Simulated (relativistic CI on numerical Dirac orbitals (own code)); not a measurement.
Electric-dipole transitions in Sr3+

These numbers are calculated, not measured: Dirac-Coulomb-Breit CI, orbitals from a KLI potential per configuration, a model potential for QED, valence Slater integrals scaled by 0.85, P86 correlation energy added to each configuration (own radial code, finite nucleus).

Configurations in the expansion (outside the closed core [Ar] 3d10): 4s²4p⁵, 4s4p⁶, 4s²4p⁴4d, 4s²4p⁴4f, 4s4p⁵4d, 4s²4p⁴5s, 4s²4p⁴5p, 4s4p⁵4f, 4s²4p⁴5d, 4s²4p⁴6s, 4s²4p⁴6p, 4s²4p⁴6d, 4s²4p⁴5f, 4s²4p⁴7s, 4s²4p⁴5g, 4s²4p⁴7p, 4s²4p⁴6f, 4s4p⁵5s, 4s²4p³4d4f, 4p⁶4d, 4s4p⁴4d², 4s4p⁵5p, 4s4p⁵5d, 4s4p⁵6s, 4s4p⁵6p, 4s²4p³4d5p, 4s²4p³4d², 4s²4p²4d³, 4s²4p²4d²4f, 4s4p³4d³, 4s²4p²4d²5s, 4s²4p²4d²5p, 4p⁵4d², 4p⁴4d³, 4p⁴4d²4f, 4p⁴4d²5s, 4p⁴4d²5p, 4s²4p³4d5s, 4s²4p²4d4f5s, 4s4p³4d²5s, 4s²4p²4d5s², 4s²4p²4d5s5p, 4s²4p³5s², 4s²4p²4f5s², 4s4p³4d5s², 4s²4p²5s²5p. Double excitations out of closed p, d and f shells are left out; levels of such configurations are missing from the list, as are those of other unlisted configurations, and high levels can miss mixing partners. These lack a partner that the ground configuration has and come out too high: 4s4p⁵4f, 4s²4p⁴5d, 4s²4p⁴6s, 4s²4p⁴6p, 4s²4p⁴6d.

```
λ vac (nm)                Lower                 Upper   A (s⁻¹)        gf  Branching (%)
    24.998    4s²4p⁵ ²P°3/2 [1]  4s²4p⁴6d ²D5/2 [215]  3.92e+09  2.20e-01           81.5
    25.493    4s²4p⁵ ²P°3/2 [1]  4s²4p⁴6d ²D5/2 [179]  3.94e+09  2.31e-01           81.0
    25.497    4s²4p⁵ ²P°3/2 [1]  4s²4p⁴7s ²P3/2 [178]  6.03e+09  2.35e-01           83.2
    25.556    4s²4p⁵ ²P°1/2 [2]  4s²4p⁴6d ²P3/2 [226]  4.05e+09  1.59e-01           78.5
    27.382    4s²4p⁵ ²P°3/2 [1]  4s²4p⁴5d ²D5/2 [126]  8.83e+09  5.95e-01           80.1
    27.441    4s²4p⁵ ²P°3/2 [1]  4s²4p⁴5d ²P3/2 [120]  9.39e+09  4.24e-01           69.2
    27.471    4s²4p⁵ ²P°3/2 [1]  4s²4p⁴5d ²S1/2 [116]  9.39e+09  2.12e-01           72.1
    27.959    4s²4p⁵ ²P°1/2 [2]  4s²4p⁴5d ²D3/2 [130]  1.22e+10  5.74e-01           76.9
    27.984    4s²4p⁵ ²P°1/2 [2]  4s²4p⁴5d ²P1/2 [128]  1.21e+10  2.84e-01           77.3
    28.220    4s²4p⁵ ²P°3/2 [1]   4s²4p⁴5d ²D5/2 [97]  8.79e+09  6.30e-01           80.3
    28.704    4s²4p⁵ ²P°3/2 [1]   4s²4p⁴6s ²P3/2 [84]  5.83e+09  2.88e-01           70.7
    28.902    4s²4p⁵ ²P°3/2 [1]   4s²4p⁴5d ²F5/2 [77]  3.48e+09  2.61e-01           61.7
    28.917    4s²4p⁵ ²P°3/2 [1]   4s²4p⁴5d ⁴P3/2 [76]  3.53e+09  1.77e-01           56.9
    29.008    4s²4p⁵ ²P°1/2 [2]   4s²4p⁴5d ²P3/2 [96]  3.59e+09  1.81e-01           56.3
    39.256    4s²4p⁵ ²P°1/2 [2]   4s²4p⁴4d ²D3/2 [38]  6.24e+10  5.76e+00           99.2
    39.333    4s²4p⁵ ²P°3/2 [1]   4s²4p⁴4d ²D5/2 [33]  7.60e+10  1.06e+01          100.0
    40.118    4s²4p⁵ ²P°3/2 [1]   4s²4p⁴5s ²P1/2 [31]  1.49e+10  7.19e-01           79.4
    40.122    4s²4p⁵ ²P°1/2 [2]   4s²4p⁴4d ²P1/2 [37]  6.72e+10  3.25e+00           99.7
    40.227    4s²4p⁵ ²P°1/2 [2]   4s²4p⁴5s ²D3/2 [35]  1.14e+10  1.11e+00           99.0
    40.736    4s²4p⁵ ²P°3/2 [1]   4s²4p⁴5s ⁴P3/2 [29]  6.40e+09  6.37e-01           93.2
    41.722    4s²4p⁵ ²P°1/2 [2]   4s²4p⁴5s ²P1/2 [31]  3.87e+09  2.02e-01           20.6
    41.756    4s²4p⁵ ²P°3/2 [1]   4s²4p⁴5s ⁴P3/2 [26]  6.15e+09  6.43e-01           98.1
    42.927    4s²4p⁵ ²P°1/2 [2]   4s²4p⁴4d ²D3/2 [27]  2.84e+09  3.14e-01           77.0
    64.319   4s²4p⁴4d ⁴D7/2 [4]   4s4p⁵4d ⁴P°5/2 [74]  6.09e+08  2.27e-01           44.5
    223.51  4s²4p⁴5s ²D5/2 [36]  4s²4p⁴5p ²D°5/2 [57]  4.47e+08  2.01e+00           26.3
    233.67  4s²4p⁴5s ⁴P5/2 [25]  4s²4p⁴5p ⁴D°7/2 [42]  4.43e+08  2.90e+00           23.9
    243.89  4s²4p⁴5s ⁴P3/2 [29]  4s²4p⁴5p ⁴D°5/2 [49]  3.61e+08  1.93e+00           21.1
    251.34  4s²4p⁴5s ²D5/2 [36]  4s²4p⁴5p ²F°7/2 [54]  3.01e+08  2.28e+00           17.5
    254.32  4s²4p⁴5s ⁴P3/2 [26]  4s²4p⁴5p ²D°5/2 [43]  3.28e+08  1.91e+00           22.6
    256.69  4s²4p⁴5s ⁴P5/2 [25]  4s²4p⁴5p ⁴P°5/2 [39]  3.00e+08  1.78e+00           16.6
```

Terms are leading LS components. Brackets give the number of a level in order of energy, since labels repeat. The list gives strong lines, with weight on those to low levels, without lines whose two gauges differ by over a factor of 2.5, among the lowest 400 of 8108 levels, so that lines to higher ones, which can be the strongest, are missing, and without lines across small gaps between configurations, and without 322 lines that miss the measured interval by over 3.5 %, start from a term whose rates miss tabulated ones by over 60 %, have gauges far apart or, lacking measured levels, span too small a gap for the errors found; lines with a level outside our table were not tested and can miss by more. Levels whose partners in the same complex of configurations lie outside the list can be far off, and so can their lines. Rates are taken at the computed energies, electric ones in the length gauge.

For a near-neutral ion this model can misplace configurations by up to about 10,000 cm⁻¹ (more where the count of f electrons changes) and terms by 10 to 25 % of their spread. Rates follow the energies as ν³ (E1, M1) or ν⁵ (E2), so they and the lifetimes can be off by large factors. The fine structure of a lone outer electron comes out too small, for d and f at times inverted, and misplaced configurations move strength between like terms. 58 of the 69 excited levels that our extract of the measured tables holds in this range could be paired (the sources list more); they are missed by 5132 cm⁻¹ on average and 8252 at most, and levels without a partner can miss by more.

LS names give the leading component of a level, which can be under half, so a name can repeat, a term be missing and a line seem to break the LS rules.
